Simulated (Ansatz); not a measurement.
Consider the redistribution: `ClB(Br)Br` + `NCBF` → `FB(Br)Br` + `NCBCl`.

Calculated with Ansatz (gas phase, PBE0-D4/def2-TZVP geometries, no zero-point term in ΔE). CBS: MP2 limit from def2 TZ/QZ plus the TZ coupled-cluster correction, frozen cores. DFT in def2-TZVPP. For Br outer-core shells are correlated without core-valence functions, which leaves a few kJ/mol of doubt a bond. Scalar relativity is left out up to krypton. Each species was taken in one conformer, which may not be the lowest.

`ClB(Br)Br`:

Cartesian coordinates in Å:
```
Cl -1.384 -1.059 -0.337
B -0.033 -0.025 -0.008
Br -0.272 1.552 1.021
Br 1.688 -0.468 -0.676
```

`NCBF`:

Z-matrix (Å, degrees):
```
C
B 1 1.555
N 1 1.448 2 115.4
H 1 1.099 2 107.4 3 -123.5
H 1 1.111 2 104.1 3 127.0
F 2 1.326 1 120.2 3 -11.5
H 2 1.200 1 122.7 3 171.2
H 3 1.010 1 112.1 2 162.4
H 3 1.011 1 111.5 2 41.0
```

`FB(Br)Br`:

Cartesian coordinates in Å:
```
F -0.877 -1.146 -0.011
B -0.082 -0.108 -0.001
Br 0.458 0.659 -1.654
Br 0.501 0.594 1.666
```

`NCBCl`:

Cartesian coordinates in Å:
```
N -0.405 -1.247 -0.316
C 0.435 -0.073 -0.320
B -0.151 1.234 0.270
Cl -1.637 1.238 1.191
H -0.949 -1.310 0.533
H 0.130 -2.098 -0.416
H 1.390 -0.177 0.241
H 0.767 0.158 -1.343
H 0.420 2.275 0.160
```

```
    species  r2SCAN energy (Eh)
`ClB(Br)Br`         -5633.41984
     `NCBF`          -220.57711
 `FB(Br)Br`         -5273.10342
    `NCBCl`          -580.89803
```

Task: Work out ΔE.

Result: ΔE = (-5273.10342) + (-580.89803) − (-5633.41984) − (-220.57711) = -0.00450 Eh = -11.8 kJ/mol. CCSD(T)/CBS gives -8.2 kJ/mol.

Largest T1 diagnostic among the species: 0.011.

Leaving LDA and LC-ωPBE aside and taking each functional with its dispersion term where it has one, the values, not all of them listed here, spread over 4.1 kJ/mol, from B97M-V to B2PLYP. In def2-TZVPP, CCSD(T) changes the Hartree–Fock value by +3.8 kJ/mol (the triples alone add +0.7 kJ/mol) and MP2 by +7.0 kJ/mol.
